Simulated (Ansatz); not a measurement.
Program: Ansatz. Geometries: PBE0-D4/def2-TZVP. ΔE: electronic, gas phase. CCSD(T)/CBS adds triple-zeta CCSD(T) − MP2 to the extrapolated MP2 energy (def2 sets, frozen cores). This one scheme is used for every species, atoms too. Open shells (•) are unrestricted, without spin–orbit coupling. Spin–orbit coupling would lower the free atoms: a little for Al, B, C, O, Si. One conformer a species, not always the lowest.

`CO[B]([AlH2])[SiH3]` → Al• + B• + C• + 8 H• + O• + Si•  (atomization)

`CO[B]([AlH2])[SiH3]`:

```xyz
13

C    -0.569   -1.493    1.591
O    -0.640   -0.173    1.096
B    -0.039    0.246   -0.032
Al    1.209   -0.894   -1.373
Si   -0.367    2.203   -0.517
H    -1.575   -1.915    1.625
H    -0.157   -1.472    2.601
H     0.066   -2.119    0.951
H     0.647   -1.451   -2.757
H     2.774   -1.058   -1.107
H     0.853    2.784   -1.153
H    -0.759    3.077    0.624
H    -1.445    2.266   -1.549
```

| species | CCSD(T)/CBS(def2) energy (Eh) |
| --- | --- |
| `CO[B]([AlH2])[SiH3]` | -673.90193 |
| Al• | -241.93820 |
| B• | -24.60433 |
| C• | -37.79194 |
| H• | -0.50000 |
| O• | -75.00631 |
| Si• | -288.94402 |

Work out ΔE.

ΔE = 8 × (-0.50000) + (-241.93820) + (-24.60433) + (-37.79194) + (-75.00631) + (-288.94402) − (-673.90193) = 1.61713 Eh = +4245.8 kJ/mol.

Largest T1 diagnostic among the species: 0.018.

From PBE to PBE0 (25 % exact exchange), in def2-TZVPP and without D4, ΔE moves by −45.7 kJ/mol: exact exchange takes away binding that semilocal exchange gives to molecules. The D4 term adds +41.2 kJ/mol with B3LYP and +22.0 kJ/mol with PBE0; it sums over pairs of atoms, weighted by their polarisabilities, and B3LYP, whose exchange is more repulsive, gets the larger term. In def2-TZVPP, CCSD(T) changes the Hartree–Fock value by +956.4 kJ/mol (the triples alone add +50.6 kJ/mol) and MP2 by +977.5 kJ/mol; breaking electron pairs costs correlation energy, which Hartree–Fock lacks.

B3LYP here is the variant with VWN-RPA as its local correlation; programs differ in this.

For atomizations the MP2-based limit and the directly extrapolated one differ by several kJ/mol either way, and by 10 to 25 for some Ge, Se and Sn compounds, so smaller differences from it don't rank the levels.
